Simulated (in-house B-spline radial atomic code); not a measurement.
Values are calculated unless marked as measured or tabulated.
## C6 from the polarisability at imaginary frequency: the aluminium ion Al⁺

LC-wPBE linear response of the closed shell [Ne] 3s2, from a B-spline radial code for spherical atoms; scalar-relativistic (spin-free one-electron X2C), finite nucleus, no spin-orbit coupling.

The dispersion coefficient of two like species is C6 = (3/π) ∫ α(iu)² du from 0 to ∞.

```tsv
u (hartree)	α(iu) (bohr³)
0	25.32
0.0849	23
0.198	16.4
0.339	9.859
0.566	4.863
0.849	2.564
1.27	1.353
1.98	0.7005
2.83	0.4302
4.24	0.2518
7.07	0.1231
14.1	0.04108
```

Task: Fit one oscillator, α(iu) = α(0)/(1 + u²/ω²), through u = 0.339 and estimate C6.

Result: From α(0)/α(iu) − 1 = 25.32/9.859 − 1 = 1.5682, ω = u/√1.5682 = 0.2707 hartree (7.4 eV). London's formula gives C6 = (3/4) α(0)² ω = 0.75 × 25.32² × 0.2707 = 130.2 hartree·bohr⁶, and the oscillator holds f = α(0) ω² = 1.86 electrons, of a sum of oscillator strengths of 12.0.

Task: How does that compare with the full integral?

Result: The program's quadrature over all excitations gives C6 = 131.1, so the single oscillator is off by -0.7 %. At the last point the fit gives α = 0.00933 against 0.0411: higher excitations, and deeper shells where there are any, keep the true curve higher at large u.
